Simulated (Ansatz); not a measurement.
A search over several starts for the lowest SCF solution of the cluster ZrS3 at the given spin, in a small basis.

```yaml
crystal:
  periodic: [false, false, false]
  atoms:
    - {symbol: Zr, position_ang: [-0.003767, 0.224487, -0.196844]}
    - {symbol: S, position_ang: [2.173989, 0.433726, 0.597313]}
    - {symbol: S, position_ang: [-1.721350, 0.905026, 1.218747]}
    - {symbol: S, position_ang: [-0.448862, -1.563240, -1.619205]}
basis:
  gaussian: {orbitals: def2-SVP}
hamiltonian: {xc: pbe0, dispersion: d4}
output: {orbitals: {seedname: orbitals}}
```

```sh
$ ansatz run in.yaml --threads 4 --pin off --events-out ev --progress --plain --max-ram 3916MiB
```

Shortened log:

```
Functional definition: PBE0
804 factors; integrals over basis functions are off by at most 7.7e-4 eV
mean field evaluation 1: about -33764.3874 eV, gradient 1.7e1 eV
mean field evaluation 2: about -33763.0587 eV, gradient 2.9e1 eV
mean field evaluation 4: about -33765.3291 eV, gradient 1.8e0 eV
mean field evaluation 8: about -33765.3385 eV, gradient 4.9e-1 eV
mean field evaluation 16: about -33765.3394 eV, gradient 1.4e-4 eV
mean field -33765.33935401 eV, -1240.8533342908 hartree, gradient 8.0e-6 eV, S^2 0.000000; 2 other end points of the search recorded, 0 dependent functions left out
reference -33765.33940214 eV, -1240.8533360597 hartree; 30, 30 occupied and 55, 55 virtual orbitals, 804 factors
Total energy: -33765.49725150 eV, -1240.8591369166 hartree
```

Run time 1.4 s (4 threads of Arm Neoverse V1 on a shared host).

In the def2 sets Zr takes a core potential; there is no spin–orbit coupling. A triplet lies near this restricted singlet, and broken spin symmetry wasn't tried. At PBE0-D4/def2-TZVPD a triplet of charge 0 lies 0.56 eV below the restricted singlet at the same geometry. The structure comes from a short search, and lower isomers may exist.
